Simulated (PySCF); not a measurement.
Computed shifts of a molecule CH₆ClGeN, PBE0/pcSseg-1 (PySCF), GIAO, gas phase, equivalent atoms averaged, in ppm (number of nuclei): ¹³C: 5.4 (1). ¹⁵N: 38.4 (1). ¹H: 5.77 (1), 1.15 (1), 0.97 (1), 0.95 (3). References: ¹³C against TMS (σ = 186.3 ppm); ⁷³Ge against GeH4 (σ = 1658.3 ppm); ¹⁵N against NH3 (σ = 267.4 ppm); ³⁵Cl against HCl (σ = 945.9 ppm); ¹H against TMS (σ = 31.56 ppm), references at their B3LYP-D3(BJ)/def2-TZVP geometries, non-relativistic (without spin–orbit terms, shifts of atoms bonded to Cl or Br come out too high). Geometry optimised at ωB97X-D3(BJ)/def2-SVP. One conformer was computed; it need not be the lowest.

Which molecule gave these data?
A. [CH3][Ge@H]([NH2])[Cl]
B. C[NH][GeH2][Cl]
C. N[CH2][GeH2][Cl]

A, [CH3][Ge@H]([NH2])[Cl]
